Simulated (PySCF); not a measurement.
**Working with the constants of BeCl**

PBE0 constants of BeCl, ²Σ⁺ (doublet), unpaired electrons σ ↑ (PySCF, no relativity, basis sets Be def2-TZVP, Cl def2-TZVP; masses 9.0122 and 34.9689 u):

* ωe: 828.4 cm⁻¹
* ωexe: 4.88 cm⁻¹
* Be: 0.71614 cm⁻¹
* αe: 0.00660 cm⁻¹
* De to Be + Cl: 4.21 eV

(1) What force constant and bond length do these constants imply?

(2) Estimate the centrifugal constant D from the Kratzer relation and find the Dunham coefficient a1.

The state was picked by a PBE0 search and need not be the measured ground state.

Answers

(1) Reduced mass μred = 7.1655 u; k = 5.8918×10⁻⁷·μred·ωe² (u, cm⁻¹, mdyn/Å) = 2.90 mdyn/Å; Re = √(16.8576/(μred·Be)) (u, cm⁻¹, Å) = 1.812 Å.

(2) D = 4Be³/ωe² = 2.14e-06 cm⁻¹; a1 = −1 − αeωe/(6Be²) = -2.78.
